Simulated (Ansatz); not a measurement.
Calculated with Ansatz (gas phase, PBE0-D4/def2-TZVP geometries, no zero-point term in ΔE). CBS: MP2 limit from def2 TZ/QZ plus the TZ coupled-cluster correction, frozen cores. This one scheme is used for every species. Functionals use def2-TZVPP. B3LYP here is the variant with VWN-RPA as its local correlation; programs differ in this. One conformer a species, not always the lowest.

Consider the formal exchange of groups at a B–C bond: `C=CB(F)CC` + CH₄ → `CCB(C)F` + `C=C`.

Is it downhill or uphill in electronic energy at CCSD(T)/CBS, and by how much? (Estimate.)

The calculation gave: Uphill: ΔE = +16.9 kJ/mol.

What do these levels give: PBE-D4, r2SCAN-D4, PBE0-D4, B3LYP-D4, ωB97M-V, PBE, B3LYP, CCSD(T)/def2-TZVPP, HF/def2-QZVPP, MP2/def2-QZVPP, HF/CBS(def2), CCSD/CBS(def2)? (An estimate is asked.)

Ansatz gave: PBE-D4 18.2, r2SCAN-D4 18.5, PBE0-D4 17.5, B3LYP-D4 19.5, ωB97M-V 15.9, PBE 16.0, B3LYP 16.0, CCSD(T)/def2-TZVPP 17.7, HF/def2-QZVPP 15.2, MP2/def2-QZVPP 19.3, HF/CBS(def2) 15.2, CCSD/CBS(def2) 15.3 kJ/mol.

Largest T1 diagnostic among the species: 0.012.

The D4 term adds +3.5 kJ/mol with B3LYP and +2.0 kJ/mol with PBE0; it sums over pairs of atoms, weighted by their polarisabilities, and B3LYP, whose exchange is more repulsive, gets the larger term.
